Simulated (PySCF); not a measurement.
Al(GeH3)(H)(Me) (CH₇AlGe), SMILES [AlH]([GeH3])[CH3]. Atoms are numbered in the order given.

```xyz
10

Al    -1.2585     0.2974    -0.4366
Ge     0.8533    -0.6414     0.4850
H      1.2533    -1.9798    -0.2064
H      2.0835     0.3033     0.3509
H      0.7296    -0.9825     2.0010
H     -2.5836    -0.6093    -0.3698
C     -1.3645     2.0917    -1.2345
H     -2.1158     2.7096    -0.6952
H     -1.7226     2.0251    -2.2854
H     -0.4029     2.6424    -1.2340
```
Charge 0, spin multiplicity 1.

Coordinates come from a PBE-D3(BJ)/def2-SVP optimisation. The structure was generated by enumeration; whether it is a known compound was not checked.

Two levels are set side by side: PBE/pcSseg-1 (PySCF) and PBE0/pcSseg-1 (PySCF). GIAO shifts against GeH4 (⁷³Ge), TMS (¹H), TMS (¹³C) at the same level; non-relativistic, no solvent, atoms listed together averaged. Differences are taken from unrounded values.

```csv
quantity,PBE
δ(⁷³Ge) of Ge2 (ppm),-72.8
"δ(¹H) of H3, H4, H5 (ppm)",3.74
δ(¹H) of H6 (ppm),6.78
δ(¹³C) of C7 (ppm),4.0
```

Question: These are the PBE values. What does PBE0 give? (The exact figures need the calculation; the answer reports its results.)

Answer: 
```csv
quantity,PBE0,PBE minus PBE0
δ(⁷³Ge) of Ge2 (ppm),-76.4,3.7
"δ(¹H) of H3, H4, H5 (ppm)",3.69,0.05
δ(¹H) of H6 (ppm),6.48,0.30
δ(¹³C) of C7 (ppm),2.6,1.4
```

Rough cost on one machine, each run with all the roots and properties that it gave: PBE0 against PBE within a factor of 2.
